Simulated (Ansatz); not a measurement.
The cluster Ti₄Al⁺. The state is a singlet with charge 1. Geometry B3LYP-D4/def2-SVP.

Cartesian coordinates in Å:
```
Ti 0.556 -0.774 1.081
Ti -1.454 -0.003 -0.336
Ti 0.803 0.974 -0.795
Ti -0.246 1.292 1.545
Al 0.341 -1.489 -1.495
```

The restricted singlet is unstable towards broken spin symmetry in Hartree–Fock (as tested in another run); at LDA (SPW92)/def2-TZVP, PBE-D4/def2-SVP, r2SCAN-D4/def2-TZVP, PBE0-D4/def2-TZVP and others this wasn't settled. At LDA (SPW92)/def2-TZVP an occupied level of the charge 1 singlet lies above an empty one (by up to 0.02 eV), so this SCF solution is probably not the lowest. No other spin state of charge 1 was run. The structure comes from a short search, and lower isomers may exist.

**Question.** Estimate the orbital energies around the gap (eV) in Ansatz with LDA (SPW92)/def2-TZVP, PBE-D4/def2-SVP, r2SCAN-D4/def2-TZVP, PBE0-D4/def2-TZVP, BHLYP-D4/def2-TZVP.

**Answer.** 
```
orbital  LDA (SPW92)/def2-TZVP  PBE-D4/def2-SVP  r2SCAN-D4/def2-TZVP  PBE0-D4/def2-TZVP  BHLYP-D4/def2-TZVP
 HOMO−5                  -8.84            -8.52                -8.75              -9.50              -10.20
 HOMO−4                  -8.64            -8.34                -8.54              -9.29               -9.85
 HOMO−3                  -8.43            -8.06                -8.32              -8.96               -9.58
 HOMO−2                  -8.39            -8.03                -8.19              -8.77               -9.42
 HOMO−1                  -8.32            -7.97                -8.14              -8.71               -9.24
   HOMO                  -7.82            -7.47                -7.66              -8.52               -9.19
   LUMO                  -7.83            -7.42                -7.38              -6.49               -5.34
 LUMO+1                  -7.82            -7.41                -7.35              -6.42               -5.32
 LUMO+2                  -7.11            -6.71                -6.73              -6.13               -5.12
 LUMO+3                  -7.03            -6.65                -6.73              -5.88               -4.97
 LUMO+4                  -6.79            -6.40                -6.50              -5.82               -4.83
 LUMO+5                  -6.47            -6.09                -6.15              -5.55               -4.58
```
